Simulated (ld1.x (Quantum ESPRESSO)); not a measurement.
## Cutoff test, molybdenum (Mo), TM

```json
{
  "Element": "molybdenum (Mo)",
  "Generator": "ld1.x (Quantum ESPRESSO) 7.5",
  "Type": "norm-conserving Troullier–Martins (Kleinman–Bylander form)",
  "Functional": "LDA (PZ)",
  "Relativity": "scalar-relativistic",
  "Frozen core": "[Kr]",
  "Valence charge": "6",
  "Reference configuration": "4d5 5s1 5p0",
  "Partial waves": "5p (bound, empty): rc 2.70 bohr; 4d (bound): rc 2.35 bohr; 5s (bound): rc 3.15 bohr",
  "Local potential": "the s channel",
  "Core correction": "Bessel-smoothed model core, default radius (core density twice the valence density)"
}
```

The pseudo-atom Hamiltonian at the reference potential is diagonalised in spherical Bessel functions j_l(qr) that vanish at 20 bohr, with q² up to the cutoff. All-electron valence levels (Ry): 5p -0.0856, 4d -0.2893, 5s -0.3182.

**Question.** How do the lowest levels (Ry) of each channel move with the cutoff, and are there ghosts?

**Answer.**

| cutoff (Ry) | p #1 | d #1 | s #1 | f #1 | f #2 | Σ f·Δε (mRy) |
| --- | --- | --- | --- | --- | --- | --- |
| 8 | -0.0797 | 0.0380 | -0.3162 | 0.1074 | 0.2274 | 1638.3 |
| 12 | -0.0843 | -0.0167 | -0.3179 | 0.1074 | 0.2274 | 1363.2 |
| 18 | -0.0854 | -0.2050 | -0.3181 | 0.1074 | 0.2274 | 421.1 |
| 30 | -0.0856 | -0.2861 | -0.3182 | 0.1074 | 0.2274 | 15.6 |
| 40 | -0.0856 | -0.2892 | -0.3182 | 0.1074 | 0.2274 | 0.4 |
| 50 | -0.0856 | -0.2892 | -0.3182 | 0.1074 | 0.2274 | 0.2 |
| 400 | -0.0856 | -0.2893 | -0.3182 | 0.1074 | 0.2274 | 0.0 |

Result: no extra level below or beside the all-electron valence levels (p, d, s, f tested); 10 mRy is reached at 35 Ry and 1 mRy at 40 Ry.

Its largest configuration-test error is -611 meV.
